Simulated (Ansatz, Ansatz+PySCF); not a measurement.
```csv
atom,x (Å),y (Å),z (Å)
H,0.0467,-0.0065,-0.8116
F,0.0024,0.0061,0.0425
```

Basis set: def2-SVP (spherical functions). Correlated methods keep 1 orbital frozen. Charge 0, multiplicity 1.

Computed with Ansatz (development build ahead of 0.2.0); each method stands on the lowest determinant of its kind that the runs found. Restricted open shells among the atoms or ions are ROHF, correlated in semicanonical orbitals with singles. Restricted functionals stand beside restricted open-shell atoms, which can lie above the unrestricted atoms usual in DFT and then raise those values.

Task: Give the atomization energy at this shape (free ground-state atoms in the same class of orbitals less the molecule, no zero-point energy) of singlet HF by ωB97X (restricted), ωB97X (unrestricted), r²SCAN (restricted), r²SCAN (unrestricted), PBE0 (restricted), PBE0 (unrestricted), PBE (unrestricted), PBE (restricted), RHF-CCSD(T), RHF-MP2, RHF, UHF.

Result:

| method | atomization energy |
| --- | --- |
| ωB97X (restricted) | 5.64 eV |
| ωB97X (unrestricted) | 5.60 eV |
| r²SCAN (restricted) | 5.65 eV |
| r²SCAN (unrestricted) | 5.59 eV |
| PBE0 (restricted) | 5.58 eV |
| PBE0 (unrestricted) | 5.54 eV |
| PBE (unrestricted) | 5.67 eV |
| PBE (restricted) | 5.70 eV |
| RHF-CCSD(T) | 5.43 eV |
| RHF-MP2 | 5.57 eV |
| RHF | 4.08 eV |
| UHF | 3.99 eV |
